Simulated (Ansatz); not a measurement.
Geometry optimisation, RKS BHLYP/def2-SVP (Ansatz).

Input file:

```yaml
crystal:
  periodic: [false, false, false]
  atoms:
    - { symbol: B, position_ang: [1.9425, -0.6044, -1.6037] }
    - { symbol: O, position_ang: [1.6918, 0.1817, -0.3719] }
    - { symbol: Si, position_ang: [-0.0217, 0.107, -0.0201] }
    - { symbol: C, position_ang: [-0.4275, -1.6368, 0.3982] }
    - { symbol: "N", position_ang: [-0.9597, 0.7102, -1.3993] }
    - { symbol: Si, position_ang: [-0.3846, 1.3978, 1.781] }
    - { symbol: H, position_ang: [1.8698, 0.0027, -2.651] }
    - { symbol: H, position_ang: [2.1967, -1.6938, -1.5879] }
    - { symbol: H, position_ang: [0.1272, -2.0129, 1.277] }
    - { symbol: H, position_ang: [-0.3657, -2.2936, -0.4653] }
    - { symbol: H, position_ang: [-1.5785, -1.6571, 0.7267] }
    - { symbol: H, position_ang: [-0.6706, 1.7238, -1.5069] }
    - { symbol: H, position_ang: [-2.0078, 0.7435, -1.087] }
    - { symbol: H, position_ang: [0.3756, 0.8939, 2.9375] }
    - { symbol: H, position_ang: [-0.0001, 2.7539, 1.4889] }
    - { symbol: H, position_ang: [-1.8102, 1.3612, 2.128] }
basis:
  gaussian: { orbitals: def2-SVP }
hamiltonian:
  xc: { name: BHLYP }
relax:
  f_tol: 0.015
  max_steps: 40
output:
  orbitals: {}
```

Run as:

```bash
$ ansatz run input.yaml --threads 2 --pin off --max-ram 3072MiB --backend cpu --events-out ev --progress --plain --runs-dir out
```

Question: Where does it end, and by what steps?

Answer: It converged. The force dipped under the threshold on the way, but the program's further checks kept it going. After 37 steps the energy has fallen by 1.629 eV; H7 moved furthest, 1.49 Å.

```
step  energy less start (eV)  largest force component (eV/Å)  accepted
   0                  0.0000                           4.742       yes
   2                 -1.1374                           1.864       yes
   4                 -1.3468                           0.476       yes
   6                 -1.4446                           0.330       yes
   8                 -1.5085                           0.321       yes
  10                 -1.5686                           0.140       yes
  12                 -1.5799                           0.143       yes
  14                 -1.6089                           0.141       yes
  16                 -1.6176                           0.102       yes
  18                 -1.6227                           0.165       yes
  20                 -1.6268                           0.031       yes
  22                 -1.6249                           0.176        no
  24                 -1.6282                           0.080       yes
  26                 -1.6288                           0.022       yes
  28                 -1.6291                           0.028       yes
  30                 -1.6293                           0.033       yes
  32                 -1.6294                           0.028       yes
  34                 -1.6294                           0.035        no
  36                 -1.6295                           0.012       yes
  37                 -1.6295                           0.010       yes
```

```xyz
16
Properties=species:S:1:pos:R:3
B 2.220 -0.497 -1.221
O 1.152 0.258 -0.953
Si -0.328 0.133 -0.149
C -0.680 -1.666 0.201
N -1.606 0.761 -1.101
Si -0.098 1.477 1.757
H 3.127 -0.018 -1.850
H 2.276 -1.643 -0.842
H 0.120 -2.125 0.788
H -0.769 -2.232 -0.732
H -1.618 -1.772 0.754
H -1.664 1.745 -1.306
H -2.016 0.215 -1.842
H 1.134 1.123 2.507
H -0.012 2.908 1.368
H -1.260 1.311 2.665
```

Time of the run: 4.1 min on 2 threads of Arm Neoverse V1 (shared host), peak memory 0.41 GiB.
